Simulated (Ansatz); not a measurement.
Consider the redistribution: `N[SiH2]C[SiH2]N` + `N=C[SiH2][SeH]` → `N=C[SiH2][SiH2]N` + `N[SiH2]C[SeH]`.

Program: Ansatz. Geometries: PBE0-D4/def2-TZVP. ΔE: electronic, gas phase. CCSD(T)/CBS adds triple-zeta CCSD(T) − MP2 to the extrapolated MP2 energy (def2 sets, frozen cores). DFT in def2-TZVPP. B3LYP here is the variant with VWN-RPA as its local correlation; programs differ in this. For Se outer-core shells are correlated without core-valence functions, which leaves a few kJ/mol of doubt a bond. Scalar relativity is left out up to krypton. Each species was taken in one conformer, which may not be the lowest.

`N[SiH2]C[SiH2]N`:

Cartesian coordinates in Å:
```
N 0.432 1.974 0.248
Si 0.225 0.701 1.384
C 0.763 -0.931 0.645
Si 0.127 -1.186 -1.091
N -1.364 -0.315 -1.262
H -0.167 1.975 -0.564
H 0.627 2.907 0.572
H -1.179 0.513 1.867
H 1.052 1.062 2.569
H 0.419 -1.745 1.292
H 1.856 -0.977 0.619
H 1.049 -0.610 -2.105
H 0.016 -2.650 -1.375
H -1.746 -0.208 -2.190
H -2.110 -0.511 -0.610
```

`N=C[SiH2][SeH]`:

```xyz
9

N    -0.665   -1.782   -0.163
C    -0.711   -0.641    0.392
Si    0.834    0.438    0.373
Se    0.432    2.326   -0.841
H    -1.565   -2.264   -0.110
H    -1.626   -0.242    0.856
H     1.967   -0.350   -0.164
H     1.121    0.952    1.736
H     0.214    1.565   -2.079
```

`N=C[SiH2][SiH2]N`:

Z-matrix (Å, degrees):
```
Si
C 1 1.900
Si 1 2.343 2 108.5
H 1 1.492 2 107.4 3 -122.7
H 1 1.491 2 106.9 3 122.9
N 2 1.271 1 119.8 3 -10.1
H 2 1.101 1 119.0 3 170.4
N 3 1.717 1 106.0 2 42.6
H 3 1.490 1 110.7 2 161.3
H 3 1.498 1 107.8 2 -83.1
H 6 1.022 2 111.8 1 -179.4
H 8 1.007 3 120.7 1 173.7
H 8 1.012 3 115.2 1 -46.0
```

`N[SiH2]C[SeH]`:

Cartesian coordinates in Å:
```
N 1.444 0.275 0.920
Si -0.011 0.853 0.221
C -1.161 -0.602 -0.022
Se -0.322 -1.914 -1.214
H 1.955 -0.455 0.449
H 2.061 0.909 1.400
H 0.119 1.507 -1.119
H -0.576 1.857 1.164
H -1.300 -1.135 0.921
H -2.140 -0.334 -0.417
H -0.068 -0.961 -2.304
```

```json
{"level": "B3LYP-D4", "ΔE (eV)": "1.15"}
{"level": "B2PLYP", "ΔE (eV)": "1.19"}
{"level": "CCSD/def2-TZVPP", "ΔE (eV)": "1.18"}
{"level": "HF/def2-QZVPP", "ΔE (eV)": "1.28"}
```

(1) What does CCSD(T)/CBS give? (Best estimate.)

Largest T1 diagnostic among the species: 0.013.

Results:

(1) Computed: +1.20 eV. The listed levels differ from it by -0.05, -0.01, -0.02, 0.08 eV.

From PBE to PBE0 (25 % exact exchange), in def2-TZVPP and without D4, ΔE moves by +0.07 eV.
